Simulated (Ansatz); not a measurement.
`O[SiH](Cl)CF` and `FC[SiH]([SiH3])Cl` differ in one atom or group.

Ansatz, PBE0-D4/def2-TZVP geometries, multiplicity 1. Each molecule was computed in one conformer, which needn't be the lowest.

```json
{"property": "HOMO energy (PBE0/def2-TZVPP) / eV", "`O[SiH](Cl)CF`": "-8.61"}
{"property": "size of the dipole moment (B3LYP/def2-TZVPP) / D", "`O[SiH](Cl)CF`": "1.44"}
{"property": "HOMO–LUMO gap (ωB97M-V/def2-TZVPP) / eV", "`O[SiH](Cl)CF`": "12.65"}
{"property": "LUMO energy (ωB97M-V/def2-TZVPP) / eV", "`O[SiH](Cl)CF`": "1.77"}
{"property": "LUMO energy (B3LYP/def2-TZVPP) / eV", "`O[SiH](Cl)CF`": "-0.26"}
{"property": "LUMO energy (PBE/def2-TZVPP) / eV", "`O[SiH](Cl)CF`": "-0.94"}
```

Q: Give the same properties after the change, and the shifts. (Best estimate.)

A: Ansatz gave: 
```json
{"property": "HOMO energy (PBE0/def2-TZVPP) / eV", "`FC[SiH]([SiH3])Cl`": "-8.17", "shift": "0.44"}
{"property": "size of the dipole moment (B3LYP/def2-TZVPP) / D", "`FC[SiH]([SiH3])Cl`": "0.19", "shift": "-1.25"}
{"property": "HOMO–LUMO gap (ωB97M-V/def2-TZVPP) / eV", "`FC[SiH]([SiH3])Cl`": "11.44", "shift": "-1.21"}
{"property": "LUMO energy (ωB97M-V/def2-TZVPP) / eV", "`FC[SiH]([SiH3])Cl`": "1.21", "shift": "-0.56"}
{"property": "LUMO energy (B3LYP/def2-TZVPP) / eV", "`FC[SiH]([SiH3])Cl`": "-0.82", "shift": "-0.56"}
{"property": "LUMO energy (PBE/def2-TZVPP) / eV", "`FC[SiH]([SiH3])Cl`": "-1.54", "shift": "-0.60"}
```

With PBE0 the HOMO rises by 0.44 eV and the LUMO falls by 0.66 eV, so the gap narrows by about 1.10 eV. PBE moves the HOMO by 0.20 eV and ωB97M-V by 0.65 eV. Dipoles are sizes alone; their direction can turn.

B3LYP here is the variant with VWN-RPA as its local correlation; programs differ in this.
